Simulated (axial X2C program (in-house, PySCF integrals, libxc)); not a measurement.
# CrF⁺: from the spin-free to the two-component result

All values were computed with an in-house all-electron X2C program for linear molecules (integrals from PySCF). Spin-free means the one-electron spin-free X2C Hamiltonian; two-component (2c) means X2C with spin–orbit coupling and atomic mean-field two-electron Coulomb and Gaunt terms, so the difference of the two also holds small scalar two-electron terms. Basis: Cr dyall-cv3z [9s10p6d3f2g], F dyall-av3z [7s6p3d2f] (cores contracted in-house); Gaussian nuclei, density fitting, unrestricted open shells. Masses: Cr 51.941 u, F 18.998 u.

Spin-free state: M_S = 2, Λ = 0 (beyond evenly filled blocks: π+α, π-α, δ+α, δ-α); fragments Cr+ + F.

```json
{"level": "PBE0", "Re (Å)": "1.711", "ωe (cm⁻¹)": "800.9", "De (eV)": "3.707", "μ (D)": "-5.86"}
{"level": "HF", "Re (Å)": "1.747", "ωe (cm⁻¹)": "789.6", "De (eV)": "2.149", "μ (D)": "-7.55"}
{"level": "MP2", "Re (Å)": "1.736", "ωe (cm⁻¹)": "776.0", "De (eV)": "3.936", "μ (D)": "n/a"}
{"level": "CCSD", "Re (Å)": "1.732", "ωe (cm⁻¹)": "787.8", "De (eV)": "3.591", "μ (D)": "n/a"}
{"level": "CCSD(T)", "Re (Å)": "1.733", "ωe (cm⁻¹)": "783.9", "De (eV)": "3.746", "μ (D)": "n/a"}
{"level": "B3LYP", "Re (Å)": "1.720", "ωe (cm⁻¹)": "789.1", "De (eV)": "3.920", "μ (D)": "-5.81"}
```

Correlated methods: 12 electrons correlated (number of frozen shells: Cr 3 s, 2 p; F 1 s), 262 virtual spin orbitals or spinors in MP2, 89 natural virtuals in coupled cluster.

Dipoles are positive if F is the positive end and refer to the centre of mass.

Two-component determinant lowest at the distance of the search:

Ω = 2 (⟨Sz⟩ = 2.00, ⟨Lz⟩ = 0.00 at HF); fragments Cr+ + F.

```csv
level,Re (Å),ωe (cm⁻¹),De (eV),μ (D)
PBE0,1.711,800.6,3.700,-5.86
HF,1.747,789.4,2.129,-7.55
MP2,1.736,775.8,3.919,n/a
CCSD,1.733,787.5,3.572,n/a
CCSD(T),1.733,783.6,3.722,n/a
B3LYP,1.721,788.9,3.913,-5.81
```

(1) From the two tables, how do the constants change at the CCSD(T) level (2c against spin-free)?

Occupations by symmetry block were frozen at the best pattern of an incomplete PBE0 search. Dissociation energies refer to the lowest single-determinant-based atoms at the same level and basis. Density functionals use the spin component along the axis (collinear). Coupled cluster ran in a truncated set of natural virtual spinors; the MP2 energy of the rest was added. (T) has no such correction and the atoms are truncated less, which lowers De at CCSD(T) by a hundredth of an eV or more. The 2c atoms are single determinants rather than J levels; their spin–orbit lowering is only partly caught, and De is too large by that part. This holds for PBE0, B3LYP. Without a current term, density functionals place determinants with orbital angular momentum somewhat too high. With several unpaired electrons one determinant need not be a pure state. Open-shell Ω = 0 determinants with evenly filled partner blocks cannot be reached by this program, so the Ω shown need not be the lowest component.

## Answers

(1) At the CCSD(T) level Re is unchanged within 0.001 Å and ωe decreases by 0.3 cm⁻¹; De changes by -0.024 eV.
